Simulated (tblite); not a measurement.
A geometry optimisation, step by step.

H4NSeSi (doublet state).
Bonds: N1–Si2, Si2–Se3. Hydrogens: H4 on N1; H5, H6 on Si2; H7 on Se3.

Computed with GFN2-xTB (tblite), gas phase: L-BFGS steps from a force-field or distance-geometry start until the largest atomic force falls under 0.01 eV/Å. 14 of its 73 geometries are shown.

Step 0: E = -266.8372 eV, largest atomic force 3.058 eV/Å
```
atom  x, y, z in Å  |  force x, y, z in eV/Å
N1     -1.217   -1.061   -0.317    0.113   2.241   0.914
Si2    -0.225    0.386   -0.057   -2.424  -1.847   0.258
Se3     1.907   -0.089   -0.697    1.052  -0.365   0.331
H4     -2.194   -0.938    0.066    1.423  -0.286  -0.600
H5     -0.678    1.524   -0.861    0.308  -0.057  -0.153
H6     -0.253    0.854    1.338    0.301  -0.091  -0.113
H7      2.664   -0.671    0.501   -0.774   0.406  -0.637
```

Step 6: E = -267.2225 eV, largest atomic force 0.487 eV/Å
```
atom  x, y, z in Å  |  force x, y, z in eV/Å
N1     -1.209   -1.018   -0.298   -0.100   0.330   0.136
Si2    -0.365    0.387   -0.006    0.005  -0.477  -0.099
Se3     1.960   -0.098   -0.699   -0.334   0.194  -0.265
H4     -2.167   -0.996    0.038    0.162  -0.281  -0.108
H5     -0.606    1.513   -0.888    0.117   0.213  -0.172
H6     -0.180    0.856    1.354    0.199   0.122   0.211
H7      2.570   -0.640    0.472   -0.049  -0.101   0.296
```

Step 11: E = -267.2869 eV, largest atomic force 0.321 eV/Å
```
atom  x, y, z in Å  |  force x, y, z in eV/Å
N1     -1.228   -0.974   -0.297    0.020  -0.022  -0.175
Si2    -0.379    0.400    0.023    0.067   0.200   0.006
Se3     1.912   -0.069   -0.734    0.089  -0.162   0.262
H4     -2.170   -1.136    0.018    0.023  -0.060   0.108
H5     -0.515    1.528   -0.917   -0.026  -0.075   0.133
H6     -0.078    0.885    1.379    0.008   0.018  -0.113
H7      2.462   -0.630    0.501   -0.182   0.100  -0.221
```

Step 17: E = -267.3253 eV, largest atomic force 0.510 eV/Å
```
atom  x, y, z in Å  |  force x, y, z in eV/Å
N1     -1.246   -0.914   -0.404   -0.292   0.116   0.160
Si2    -0.409    0.431    0.044    0.083  -0.254  -0.054
Se3     1.908   -0.107   -0.731   -0.161   0.109  -0.404
H4     -2.080   -1.240    0.076    0.374  -0.025  -0.074
H5     -0.493    1.534   -0.887   -0.084   0.272  -0.204
H6     -0.011    0.926    1.360   -0.066   0.000   0.138
H7      2.335   -0.625    0.514    0.145  -0.218   0.438
```

Step 22: E = -267.3694 eV, largest atomic force 0.178 eV/Å
```
atom  x, y, z in Å  |  force x, y, z in eV/Å
N1     -1.288   -0.851   -0.457    0.014   0.114   0.093
Si2    -0.388    0.438    0.032   -0.054   0.165  -0.040
Se3     1.883   -0.138   -0.743    0.021  -0.097   0.031
H4     -1.977   -1.314    0.115    0.108  -0.101   0.015
H5     -0.506    1.568   -0.879   -0.041   0.085  -0.110
H6      0.006    0.947    1.352   -0.077  -0.122   0.032
H7      2.273   -0.645    0.552    0.029  -0.043  -0.020
```

Step 28: E = -267.4276 eV, largest atomic force 0.163 eV/Å
```
atom  x, y, z in Å  |  force x, y, z in eV/Å
N1     -1.358   -0.728   -0.459    0.010  -0.024  -0.013
Si2    -0.424    0.544    0.000   -0.056  -0.023  -0.006
Se3     1.872   -0.242   -0.743   -0.136  -0.009   0.089
H4     -1.730   -1.438    0.154    0.085   0.002  -0.040
H5     -0.544    1.659   -0.927    0.064  -0.022   0.045
H6     -0.014    0.908    1.356    0.020   0.096  -0.008
H7      2.202   -0.699    0.592    0.013  -0.020  -0.068
```

Step 33: E = -267.4452 eV, largest atomic force 0.116 eV/Å
```
atom  x, y, z in Å  |  force x, y, z in eV/Å
N1     -1.374   -0.703   -0.464    0.074  -0.052   0.073
Si2    -0.448    0.577    0.000    0.036   0.027   0.052
Se3     1.768   -0.288   -0.717    0.045  -0.076  -0.051
H4     -1.582   -1.489    0.137   -0.005   0.022  -0.079
H5     -0.521    1.695   -0.922   -0.045   0.018   0.001
H6     -0.012    0.957    1.344   -0.066   0.072   0.026
H7      2.171   -0.744    0.596   -0.040  -0.012  -0.023
```

Step 39: E = -267.4613 eV, largest atomic force 0.095 eV/Å
```
atom  x, y, z in Å  |  force x, y, z in eV/Å
N1     -1.315   -0.697   -0.448    0.072   0.030  -0.055
Si2    -0.448    0.616    0.030    0.025   0.032   0.007
Se3     1.708   -0.377   -0.740   -0.029   0.026   0.019
H4     -1.469   -1.537    0.086   -0.017  -0.033   0.057
H5     -0.536    1.722   -0.904   -0.040   0.006  -0.035
H6     -0.053    1.072    1.365    0.020  -0.034   0.008
H7      2.116   -0.793    0.583   -0.031  -0.026  -0.001
```

Step 44: E = -267.4660 eV, largest atomic force 0.127 eV/Å
```
atom  x, y, z in Å  |  force x, y, z in eV/Å
N1     -1.263   -0.708   -0.464    0.019  -0.063   0.109
Si2    -0.432    0.627    0.032   -0.050  -0.042  -0.025
Se3     1.699   -0.367   -0.739    0.014   0.034   0.004
H4     -1.466   -1.523    0.099    0.028   0.091  -0.057
H5     -0.573    1.720   -0.913    0.018   0.011   0.022
H6     -0.044    1.069    1.375   -0.006  -0.001  -0.048
H7      2.082   -0.812    0.583   -0.023  -0.031  -0.005
```

Step 50: E = -267.4696 eV, largest atomic force 0.124 eV/Å
```
atom  x, y, z in Å  |  force x, y, z in eV/Å
N1     -1.214   -0.734   -0.457   -0.041   0.061  -0.099
Si2    -0.437    0.634    0.024    0.054   0.039   0.012
Se3     1.710   -0.336   -0.738    0.021   0.019   0.033
H4     -1.444   -1.526    0.117   -0.005  -0.094   0.081
H5     -0.585    1.741   -0.903   -0.005  -0.021  -0.030
H6     -0.043    1.090    1.357   -0.014   0.016   0.045
H7      2.017   -0.864    0.574   -0.010  -0.020  -0.042
```

Step 55: E = -267.4726 eV, largest atomic force 0.220 eV/Å
```
atom  x, y, z in Å  |  force x, y, z in eV/Å
N1     -1.218   -0.728   -0.457    0.013  -0.072   0.164
Si2    -0.433    0.643    0.018   -0.053  -0.055  -0.002
Se3     1.718   -0.313   -0.728    0.013   0.014   0.030
H4     -1.396   -1.533    0.134    0.040   0.172  -0.132
H5     -0.592    1.746   -0.915    0.011  -0.051   0.000
H6     -0.057    1.103    1.358   -0.016   0.005  -0.018
H7      1.981   -0.913    0.563   -0.007  -0.013  -0.042
```

Step 61: E = -267.4795 eV, largest atomic force 0.088 eV/Å
```
atom  x, y, z in Å  |  force x, y, z in eV/Å
N1     -1.177   -0.729   -0.428    0.005   0.032  -0.060
Si2    -0.435    0.667    0.031    0.008   0.020   0.019
Se3     1.746   -0.235   -0.691    0.005   0.002   0.020
H4     -1.306   -1.540    0.153   -0.029  -0.068   0.047
H5     -0.597    1.728   -0.946   -0.012   0.016  -0.015
H6     -0.099    1.167    1.363    0.004   0.015   0.003
H7      1.871   -1.054    0.491    0.020  -0.015  -0.015
```

Step 66: E = -267.4806 eV, largest atomic force 0.050 eV/Å
```
atom  x, y, z in Å  |  force x, y, z in eV/Å
N1     -1.153   -0.735   -0.420    0.016   0.017  -0.016
Si2    -0.432    0.675    0.034   -0.023  -0.007   0.004
Se3     1.773   -0.187   -0.655   -0.006   0.018  -0.024
H4     -1.289   -1.541    0.171   -0.015  -0.015   0.013
H5     -0.607    1.718   -0.961    0.003   0.009  -0.002
H6     -0.117    1.197    1.364   -0.003   0.012   0.001
H7      1.829   -1.122    0.439    0.029  -0.034   0.023
```

Step 72: E = -267.4815 eV, largest atomic force 0.007 eV/Å
```
atom  x, y, z in Å  |  force x, y, z in eV/Å
N1     -1.153   -0.738   -0.423    0.001  -0.003   0.001
Si2    -0.439    0.673    0.037    0.004   0.005  -0.001
Se3     1.776   -0.183   -0.653   -0.002  -0.001   0.000
H4     -1.315   -1.538    0.170   -0.001  -0.001   0.003
H5     -0.609    1.716   -0.960    0.005  -0.001   0.001
H6     -0.124    1.202    1.364   -0.006  -0.003   0.000
H7      1.867   -1.126    0.436   -0.001   0.003  -0.004
```

Q: Summarise the path.

A: The energy falls by 14.86 kcal/mol from step 0 to step 72; nine tenths of that is first reached at step 25. It rises by more than 0.2 meV at step 60. The largest force goes from 3.058 to 0.007 eV/Å. Among the bonds Si2–Se3 changes most, from 2.275 to 2.473 Å; the atoms move by 0.592 Å rms after alignment.

Run on Arm Neoverse N1, one thread (shared host).
